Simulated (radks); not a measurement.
Question: Species: Nb6+. Configuration: [Ar] 3d10 4s2 4p(1/2: 2, 3/2: 3). Method: Dirac Kohn-Sham, BLYP, spin-unpolarised, spherical densities, finite nucleus; Fermi nuclear charge, rms radius 4.324 fm; computed with a radial shooting solver on a logarithmic mesh with Libxc functionals. Some entries of the table are withheld. Estimate them.

orbital,occ.,eigenvalue (Ry),<r> (bohr)
1s1/2,2,-1388.378,(1)
2s1/2,2,-199.6601,0.1577
2p1/2,2,(2),0.1346
2p3/2,4,(3),0.1391
3s1/2,2,-38.49759,0.4426
3p1/2,2,-32.52200,0.4380
3p3/2,4,-31.37691,0.4484
3d3/2,4,-20.82447,(4)
3d5/2,6,-20.61056,(5)
4s1/2,2,-10.08548,1.105
4p1/2,2,-8.32122,1.184
4p3/2,3,-8.13482,1.207

Answer: 
(1) 1s1/2 <r> (bohr): 0.03609
(2) 2p1/2 eigenvalue (Ry): -183.7861
(3) 2p3/2 eigenvalue (Ry): -176.7415
(4) 3d3/2 <r> (bohr): 0.4294
(5) 3d5/2 <r> (bohr): 0.4328
